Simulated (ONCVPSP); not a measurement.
# How hard is this I (Z = 53) ONCV potential?

- Element: iodine
- Generator: ONCVPSP 4.0.1
- Type: optimised norm-conserving Vanderbilt (ONCV)
- Functional: LDA (Perdew-Zunger)
- Relativity: fully relativistic
- Frozen core: [Kr] 4d10
- Valence charge: 7
- Reference configuration: 5s2 5p5
- Partial waves: 5s: rc 1.45 bohr, ncon 3, nbas 6, qcut 3.6 1/bohr, 1 projector; 5p: rc 1.80 bohr, ncon 4, nbas 8, qcut 4.5 1/bohr, 2 projectors, debl 2.5 Ha; d scattering state at 0.37 Ha: rc 1.80 bohr, ncon 4, nbas 7, qcut 5.2 1/bohr, 1 projector
- Local potential: polynomial inside 1.15 bohr (lpopt 5, dvloc0 -1 Ha)
- Core correction: none

Open shells are filled in proportion to 2j + 1.

**Question.** For each optimised wave give the share of its norm inside rc, the residual kinetic energy above qcut (Ha) and the cutoffs (Ha) for errors of 10, 1, 0.1 and 0.01 mHa per electron.

**Answer.**

| wave | norm inside rc | residual KE | 10 mHa | 1 mHa | 0.1 mHa | 0.01 mHa |
| --- | --- | --- | --- | --- | --- | --- |
| 5s | 0.214 | 6.1e-03 | 5.9 | 15.7 | 54.4 | not reached |
| 5p j=3/2 | 0.228 | 1.5e-04 | 4.7 | 8.1 | 12.0 | 57.2 |
| p projector 2 j=3/2 | 0.111 | 7.3e-03 | 8.6 | 71.4 | 85.5 | 110.2 |
| 5p j=1/2 | 0.270 | 3.5e-04 | 5.3 | 8.9 | 15.8 | 39.9 |
| p projector 2 j=1/2 | 0.112 | 3.7e-03 | 8.2 | 47.6 | 81.9 | 103.2 |
| d projector 1 j=5/2 | 0.113 | 1.5e-02 | 16.1 | 49.3 | 59.7 | 95.3 |
| d projector 1 j=3/2 | 0.117 | 1.3e-02 | 15.0 | 48.7 | 59.0 | 94.0 |

The occupied waves need 16 Ha and 54 Ha for 1 and 0.1 mHa. The cutoffs count occupied waves only; projector 2 of the p channel, the hardest unoccupied one, needs 71 Ha at the loose tolerance. Note: ghosts flagged at negative energy: s at -219.7 eV; GHOST(+) flagged for d5/2 at 19.4 eV, d3/2 at 20.3 eV, p3/2 at 32.6 eV, p1/2 at 43.6 eV. A true bound ghost makes a file unfit for plane-wave use.
